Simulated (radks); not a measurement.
The mean radii <r> (bohr) of the occupied orbitals of an atom or ion are listed with their occupations. Method: non-relativistic Kohn-Sham, LDA (Slater exchange, Perdew-Wang correlation), spin-unpolarised, spherical densities, point nucleus; computed with a radial shooting solver on a logarithmic mesh with Libxc functionals.

| orbital | occ. | <r> |
|---|---|---|
| 1s | 2 | 0.02335 |
| 2s | 2 | 0.09931 |
| 2p | 6 | 0.08417 |
| 3s | 2 | 0.2560 |
| 3p | 6 | 0.2457 |
| 3d | 10 | 0.2176 |
| 4s | 2 | 0.5748 |
| 4p | 6 | 0.5868 |
| 4d | 10 | 0.6160 |
| 5s | 2 | 1.271 |
| 4f | 7 | 0.7185 |
| 5p | 2 | 1.358 |

Name the element and its charge.

Answer. Z = 65, terbium, charge +8: Tb8+ in [Kr] 4d10 4f7 5s2 5p2. The 1s radius gives Z: for a bare nucleus <r> = 1.5/Z, 0.02308 bohr for Z = 65, and screening makes it slightly larger (0.02335 here). The occupations add up to 57, and the charge is Z minus that.
